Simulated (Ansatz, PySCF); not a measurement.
AlO, SMILES [Al]=[O], multiplicity 2. Atoms are numbered in the order given.

```xyz
2

Al     0.0000     0.0000    -0.6229
O      0.0000     0.0000     0.9967
```
Charge 0, spin multiplicity 2.

The structure is a stationary point at PBE0-D3(BJ)/def2-TZVPD.

Two levels are set side by side: PBE-D3(BJ)/def2-TZVPD (Ansatz, a program for electronic structure) and PBE0-D3(BJ)/def2-TZVPD (Ansatz). Each level has its own optimised geometry; the coordinates shown are those of the second. Frequencies come from the Hessian of PySCF at each geometry. Differences are taken from unrounded values.

```
quantity                            PBE0-D3(BJ)
----------------------------------  -----------
bond Al1–O2 (Å)                           1.620
highest harmonic wavenumber (cm⁻¹)          969
mean harmonic wavenumber (cm⁻¹)             969
zero-point energy (kcal/mol)               1.39
```

Task: What does PBE-D3(BJ) give, and how far is it from PBE0-D3(BJ)? (The exact figures need the calculation; the answer reports its results.)

Result: 
```json
[
 {"quantity": "bond Al1–O2 (Å)", "PBE-D3(BJ)": "1.635", "PBE-D3(BJ) minus PBE0-D3(BJ)": "0.015"},
 {"quantity": "highest harmonic wavenumber (cm⁻¹)", "PBE-D3(BJ)": "957", "PBE-D3(BJ) minus PBE0-D3(BJ)": "-12"},
 {"quantity": "mean harmonic wavenumber (cm⁻¹)", "PBE-D3(BJ)": "957", "PBE-D3(BJ) minus PBE0-D3(BJ)": "-12"},
 {"quantity": "zero-point energy (kcal/mol)", "PBE-D3(BJ)": "1.37", "PBE-D3(BJ) minus PBE0-D3(BJ)": "-0.02"}
]
```

On these quantities the two levels nearly agree.
